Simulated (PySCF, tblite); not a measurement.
Compound: C₅H₁₄OSSi₂.
Structure used (GFN2-xTB), in Å, numbered top down from 1:
```
atom  x, y, z in Å
C1     3.9353    0.9707    0.8330
S2     2.4227    0.7881   -0.1487
Si3    1.4857   -0.8117    0.9546
Si4   -0.3847   -1.5521   -0.1678
C5    -1.5692   -0.0593   -0.4890
C6    -2.9895   -0.4744   -0.8529
C7    -0.9797    0.8161   -1.6049
C8    -1.5517    0.7579    0.7514
O9    -0.5769    0.9332    1.4409
H10    4.4687    0.0254    0.8596
H11    3.6776    1.2900    1.8381
H12    4.5409    1.7277    0.3457
H13    2.5170   -1.8682    0.9195
H14    1.4237   -0.4054    2.3544
H15   -0.2171   -2.1957   -1.4773
H16   -1.1423   -2.4927    0.6718
H17   -3.4240   -1.0912   -0.0690
H18   -2.9864   -1.0511   -1.7746
H19   -3.6271    0.3976   -1.0001
H20    0.0210    1.1578   -1.3501
H21   -0.9260    0.2478   -2.5306
H22   -1.6083    1.6901   -1.7769
H23   -2.5145    1.2263    1.0349
```

Jobs on this species (23 atoms, 96 electrons) with PySCF (density fitting) and tblite. Hardware of each: Intel Xeon at 2.50 GHz, one thread, shared host. The host was shared with other jobs, so the times are rough.

Question: Rank these jobs by wall time, shortest first.
A. PBE0/pcSseg-1; shieldings, charges and field gradients; 244 basis functions
B. GFN2-xTB; Hessian by finite differences
C. GFN2-xTB; L-BFGS relaxation

Answer: B (5.1 s), C (9.7 s), A (2.7 min).

All jobs:

| level and settings | work | basis functions | SCF cycles | wall time |
| --- | --- | --- | --- | --- |
| GFN2-xTB | Hessian by finite differences | – | – | 5.1 s |
| GFN2-xTB | L-BFGS relaxation | – | – | 9.7 s |
| PBE0/pcSseg-1 | shieldings, charges and field gradients | 244 | 14 | 2.7 min |

Q: What do all jobs in the table cost together?

A: About 2.9 min; the longest takes about 92 % of that, and about 32 times as long as the shortest.
